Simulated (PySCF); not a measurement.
**Nuclear repulsion and electron count by hand**

System: BCl, triplet, geometry from GFN2-xTB (the spin is typed, not shown lowest). Level: REVPBE/def2-SVP (PySCF). Sums are taken with unrounded values, so a last digit can differ.

Coordinates (Å):

```
atom        x        y         z
----  -------  -------  --------
B1    0.00000  0.00000  -1.29965
Cl2   0.00000  0.00000   0.38225
```

Problem. Work out the nuclear repulsion energy and the numbers of alpha and beta electrons.

Solution. In atomic units each pair adds Z_i Z_j / r_ij, with r in bohr (1 bohr = 0.529177 Å).
| pair | r (Å) | r (bohr) | Z_i Z_j | term (Eh) |
|---|---|---|---|---|
| B1-Cl2 | 1.6819 | 3.1783 | 85 | 26.7436 |
The sum is 26.7436 Eh; PySCF gives 26.7436 Eh. The atomic numbers add up to 22, so at charge +0 there are 22 electrons; multiplicity 3 means 2 unpaired, so 12 alpha and 10 beta.
